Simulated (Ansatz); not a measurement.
System: sum formula PbClF (charge 0, singlet). 
Geometry from a B3LYP-D3(BJ)/def2-TZVP (Ansatz, a quantum-chemistry and plane-wave program) optimisation:
SMILES: [Cl][Pb][F]
```xyz
3

Pb     0.1300     0.1168     0.3636
F      0.9246     1.4374    -1.0008
Cl    -1.1166    -1.3244    -1.2239
```

CCSD(T) with Ansatz in growing basis sets, 18 correlated electrons. Correlated levels leave the core frozen unless marked. Open shells are spin-unrestricted. Spin-orbit coupling is left out. Frozen are the shells of the preceding noble gas and the d and f shells that filled before the atom's block. In def2 rows, elements after Kr have scalar-relativistic effective core potentials. Costs are ratios of core time to the smallest set, on shared machines of one kind, and rough; they hold the program's checks for lower states.

| basis | functions | cost over smallest | E(corr) (Eh) | electronic atomisation energy (kcal/mol) |
|---|---|---|---|---|
| def2-TZVPP | 123 | 1× | -0.5560 | 191.1 |
| def2-QZVPP | 209 | 5× | -0.6077 | 198.7 |

Formally CCSD grows as o²v⁴ and (T) as o³v⁴; with o = 9 and v going from 99 to 185 both grow 12-fold in the last step, while integrals and the mean field grow more slowly. That step adds 51.8 mEh of correlation energy and 7.6 kcal/mol to the atomisation energy.
